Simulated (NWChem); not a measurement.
System: AlAsH₃F; SMILES [AsH2][AlH][F]

Input file for NWChem:

```
start job
memory heap 200 mb stack 900 mb global 1100 mb
geometry units angstroms noautosym nocenter noautoz
  Al    -0.468543    -1.275981     0.021639
  As     0.270681     1.008118     0.328463
  H      0.056627     1.278486    -1.158943
  H      1.719323     0.575850     0.124911
  F      0.349487    -2.469128     0.855159
  H     -1.710503    -1.747812    -0.838451
end
basis spherical
  * library aug-cc-pvdz
end
dft
  xc xcamb88 1.00 lyp 1.0 hfexch 1.00
  cam 0.33 cam_alpha 0.0 cam_beta 1.0
  iterations 150
end
property
  response 1 0.0
end
task dft property
```

Parts of the log:

```
             Northwest Computational Chemistry Package (NWChem) 7.3.0
             --------------------------------------------------------

                             Geometry "geometry" -> ""
                             -------------------------

 Output coordinates in angstroms (scale by  1.889725989 to convert to a.u.)

  No.       Tag          Charge          X              Y              Z
 ---- ---------------- ---------- -------------- -------------- --------------
    1 Al                  13.0000    -0.46854300    -1.27598100     0.02163900
    2 As                  33.0000     0.27068100     1.00811800     0.32846300
    3 H                    1.0000     0.05662700     1.27848600    -1.15894300
    4 H                    1.0000     1.71932300     0.57585000     0.12491100
    5 F                    9.0000     0.34948700    -2.46912800     0.85515900
    6 H                    1.0000    -1.71050300    -1.74781200    -0.83845100

 Effective nuclear repulsion energy (a.u.)     217.2055047158

                              NWChem Property Module
                              ----------------------

                                 NWChem DFT Module
                                 -----------------

 Summary of "ao basis" -> "ao basis" (spherical)
 ------------------------------------------------------------------------------
       Tag                 Description            Shells   Functions and Types
 ---------------- ------------------------------  ------  ---------------------
 Al                       aug-cc-pvdz               11       27   5s4p2d
 As                       aug-cc-pvdz               14       36   6s5p3d
 H                        aug-cc-pvdz                5        9   3s2p
 F                        aug-cc-pvdz                9       23   4s3p2d

            General Information
            -------------------
          SCF calculation type: DFT
          Wavefunction type:  closed shell.
          No. of atoms     :     6
          No. of electrons :    58
           Alpha electrons :    29
            Beta electrons :    29
          Charge           :     0
          Spin multiplicity:     1
          Use of symmetry is: off; symmetry adaption is: off
          Maximum number of iterations: 150
          AO basis - number of functions:   113
                     number of shells:    49
          Convergence on energy requested:  1.00D-06
          Convergence on density requested:  1.00D-05
          Convergence on gradient requested:  5.00D-04

              XC Information
              --------------
                     Hartree-Fock (Exact) Exchange  1.000
                   CAM-Becke88 Exchange Functional  1.000
              Lee-Yang-Parr Correlation Functional  1.000

           Range-Separation Parameters
           ---------------------------
           Alpha           :  0.00
           Beta            :  1.00
           Gamma           :  0.33
           Short-Range HF  :     F

             Grid Information
             ----------------
          Grid used for XC integration:  medium
          Radial quadrature: Mura-Knowles
          Angular quadrature: Lebedev.
          Tag              B.-S. Rad. Rad. Pts. Rad. Cut. Ang. Pts.
          ---              ---------- --------- --------- ---------
          Al                  1.25       88          15.0       590
          As                  1.15      112          15.0       590
          H                   0.35       45          16.0       434
          F                   0.50       49          14.0       434
          Grid pruning is: on
          Number of quadrature shells:   384
          Spatial weights used:  Erf1

      Superposition of Atomic Density Guess
      -------------------------------------

 Sum of atomic energies:       -2576.87345349

      Non-variational initial energy
      ------------------------------

 Total energy =   -2577.275858
 1-e energy   =   -4023.359043
 2-e energy   =    1228.877680
 HOMO         =      -0.282420
 LUMO         =      -0.003153

   convergence    iter        energy       DeltaE   RMS-Dens  Diis-err
 ---------------- ----- ----------------- --------- --------- ---------
 d= 0,ls=0.0,diis     1  -2579.2529865910 -2.80D+03  1.09D-02  8.20D-01
 d= 0,ls=0.0,diis     2  -2579.2531555997 -1.69D-04  3.58D-03  1.17D+00
 d= 0,ls=0.0,diis     3  -2579.3401992300 -8.70D-02  8.57D-04  1.24D-02
 d= 0,ls=0.0,diis     4  -2579.3414212189 -1.22D-03  2.18D-04  3.83D-04
 d= 0,ls=0.0,diis     5  -2579.3414898858 -6.87D-05  7.53D-05  2.93D-05
  Resetting Diis
 d= 0,ls=0.0,diis     6  -2579.3414981303 -8.24D-06  2.21D-05  2.26D-06
 d= 0,ls=0.0,diis     7  -2579.3414989110 -7.81D-07  5.65D-06  1.13D-07

         Total DFT energy =    -2579.341498910995
      One electron energy =    -4024.783323135252
           Coulomb energy =     1340.776138388050
    Exchange-Corr. energy =     -112.539818879591
 Nuclear repulsion energy =      217.205504715799

 Numeric. integr. density =       57.999977129080

                       DFT Final Molecular Orbital Analysis
                       ------------------------------------

 Vector   27  Occ=2.000000D+00  E=-4.645624D-01
              MO Center= -1.8D-01, -1.5D-01, -2.8D-01, r^2= 4.4D+00
   Bfn.  Coefficient  Atom+Function         Bfn.  Coefficient  Atom+Function
  ----- ------------  ---------------      ----- ------------  ---------------
    64      0.274895  3 H  s                  4     -0.246450  1 Al s
   105     -0.220693  6 H  s                  3     -0.211820  1 Al s
    42     -0.188224  2 As pz                73     -0.170096  4 H  s
    41      0.166430  2 As py                87      0.153592  5 F  py
    40     -0.127961  2 As px                45     -0.126960  2 As pz

 Vector   28  Occ=2.000000D+00  E=-4.105431D-01
              MO Center=  3.9D-02,  4.2D-01,  1.7D-01, r^2= 3.4D+00
   Bfn.  Coefficient  Atom+Function         Bfn.  Coefficient  Atom+Function
  ----- ------------  ---------------      ----- ------------  ---------------
    42     -0.256751  2 As pz                40      0.243322  2 As px
    45     -0.239755  2 As pz                73      0.211486  4 H  s
    31     -0.208339  2 As s                 64      0.187675  3 H  s
    32     -0.185029  2 As s                 43      0.177064  2 As px
   105      0.157824  6 H  s                 10     -0.121736  1 Al py

 Vector   29  Occ=2.000000D+00  E=-3.548630D-01
              MO Center=  3.8D-03,  4.5D-01,  1.9D-01, r^2= 3.7D+00
   Bfn.  Coefficient  Atom+Function         Bfn.  Coefficient  Atom+Function
  ----- ------------  ---------------      ----- ------------  ---------------
    41      0.363172  2 As py                32      0.269570  2 As s
    44      0.268784  2 As py                10     -0.209543  1 Al py
   105      0.179137  6 H  s                 42      0.170243  2 As pz
    31      0.158714  2 As s                  9     -0.151940  1 Al px
    33      0.128021  2 As s                 13     -0.124736  1 Al py

 Vector   30  Occ=0.000000D+00  E= 5.286249D-03
              MO Center= -6.7D-01, -1.2D+00, -2.2D-01, r^2= 9.6D+00
   Bfn.  Coefficient  Atom+Function         Bfn.  Coefficient  Atom+Function
  ----- ------------  ---------------      ----- ------------  ---------------
    14      0.430496  1 Al pz                17      0.412288  1 Al pz
    15     -0.395356  1 Al px                75      0.363761  4 H  s
    12     -0.343339  1 Al px                11      0.245002  1 Al pz
     9     -0.205819  1 Al px                48     -0.189188  2 As pz
    33     -0.170863  2 As s                  5     -0.165030  1 Al s

 Vector   31  Occ=0.000000D+00  E= 1.565440D-02
              MO Center=  4.3D-01,  6.1D-01,  4.7D-02, r^2= 1.5D+01
   Bfn.  Coefficient  Atom+Function         Bfn.  Coefficient  Atom+Function
  ----- ------------  ---------------      ----- ------------  ---------------
    33     -2.079521  2 As s                  5      1.914470  1 Al s
   107     -0.661869  6 H  s                 66      0.638718  3 H  s
    75      0.574592  4 H  s                 13      0.556543  1 Al py
    47      0.500915  2 As py                32     -0.463480  2 As s
    65      0.331777  3 H  s                 48      0.318161  2 As pz

 Vector   32  Occ=0.000000D+00  E= 2.835829D-02
              MO Center= -1.1D+00, -1.0D+00, -4.7D-01, r^2= 2.8D+01
   Bfn.  Coefficient  Atom+Function         Bfn.  Coefficient  Atom+Function
  ----- ------------  ---------------      ----- ------------  ---------------
     5      1.910114  1 Al s                107     -1.827849  6 H  s
    15     -1.212299  1 Al px                17     -1.103453  1 Al pz
    33     -0.708879  2 As s                 75      0.380462  4 H  s
     4      0.211146  1 Al s                 48      0.205638  2 As pz
    26     -0.179501  1 Al d  1              16      0.169054  1 Al py

     Multipole analysis of the density
     ---------------------------------

     L   x y z        total         alpha         beta         nuclear
     -   - - -        -----         -----         ----         -------
     0   0 0 0     -0.000000    -29.000000    -29.000000     58.000000

[...]

 DFT Linear Response polarizability / au
 Frequency  =       0.0000000 / au
              X              Y              Z
 -----------------------------------------------
 X      58.2821029      7.8381274      3.0947878
 Y       7.8381693     73.7446441      3.2338063
 Z       3.0947436      3.2338246     54.5885311
 -----------------------------------------------
 Eigenvalues =      56.1036140     77.7790895     52.7325746
 Isotropic   =      62.2050927
 Anisotropic =      23.5427064
 -----------------------------------------------

 Magnetic Dipole Response Matrix (nonzero elements):

 Exiting AOResponse driver routine
```

Level: LC-BLYP (range parameter 0.33 per bohr)/aug-cc-pVDZ. The geometry was optimised at PBE0/def2-SVP.
